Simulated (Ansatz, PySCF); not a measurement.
Gas-phase reaction (SMILES): CCCO[SiH2]Cl [chloro(propoxy)silane] + 5 [H][H] (H2) → 3 C (CH4) + Cl (HCl) + O (H2O) + [SiH4] (SiH4); energy of full hydrogenation.

Each molecule is optimised on its own at B3LYP-D3(BJ)/def2-TZVP (Ansatz, an electronic-structure program), one conformer each, not searched for the lowest. Correlated levels leave the core frozen unless marked. Spin-orbit coupling is left out. Non-relativistic. Basis-set limits of correlation are two-point, X^-3; Hartree-Fock from the larger set. Thermal terms are rigid-rotor harmonic-oscillator values from B3LYP-D3(BJ) frequencies (PySCF) at 298.15 K and 1 atm. 1 Eh = 627.5095 kcal/mol.

```json
[
 {"species": "CCCO[SiH2]Cl", "E, CCSD(T)/CBS(cc-pV(T+d)Z,cc-pV(Q+d)Z) (Ansatz) (Eh)": "-943.68127", "E, wB97X-V/def2-TZVPD (Ansatz) (Eh)": "-944.67521", "H - E (Eh)": "0.12784"},
 {"species": "[H][H] (H2)", "E, CCSD(T)/CBS(cc-pV(T+d)Z,cc-pV(Q+d)Z) (Ansatz) (Eh)": "-1.17450", "E, wB97X-V/def2-TZVPD (Ansatz) (Eh)": "-1.17238", "H - E (Eh)": "0.01336"},
 {"species": "C (CH4)", "E, CCSD(T)/CBS(cc-pV(T+d)Z,cc-pV(Q+d)Z) (Ansatz) (Eh)": "-40.45816", "E, wB97X-V/def2-TZVPD (Ansatz) (Eh)": "-40.51531", "H - E (Eh)": "0.04840"},
 {"species": "Cl (HCl)", "E, CCSD(T)/CBS(cc-pV(T+d)Z,cc-pV(Q+d)Z) (Ansatz) (Eh)": "-460.37849", "E, wB97X-V/def2-TZVPD (Ansatz) (Eh)": "-460.74931", "H - E (Eh)": "0.01000"},
 {"species": "O (H2O)", "E, CCSD(T)/CBS(cc-pV(T+d)Z,cc-pV(Q+d)Z) (Ansatz) (Eh)": "-76.37426", "E, wB97X-V/def2-TZVPD (Ansatz) (Eh)": "-76.43464", "H - E (Eh)": "0.02495"},
 {"species": "[SiH4] (SiH4)", "E, CCSD(T)/CBS(cc-pV(T+d)Z,cc-pV(Q+d)Z) (Ansatz) (Eh)": "-291.45815", "E, wB97X-V/def2-TZVPD (Ansatz) (Eh)": "-291.83995", "H - E (Eh)": "0.03520"}
]
```

Question: Work out ΔE and ΔH at 298.15 K at the first level, then ΔH at the second.

Answer: 
1. ΔE = [3×(-40.45816) + (-460.37849) + (-76.37426) + (-291.45815)] - [(-943.68127) + 5×(-1.17450)] = -0.03161 Eh = -19.8 kcal/mol at CCSD(T)/CBS(cc-pV(T+d)Z,cc-pV(Q+d)Z).
2. The terms H - E add up to 0.02071 Eh, so ΔH = (-0.03161 + (0.02071))×627.5095 = -6.8 kcal/mol.
3. At wB97X-V/def2-TZVPD the same steps give ΔE = -20.5 and ΔH = -7.5 kcal/mol, a shift of -0.7 from the first level.
4. These values are not checked against measurement here, since the tables used lack a sound gas-phase enthalpy of formation for at least one species.
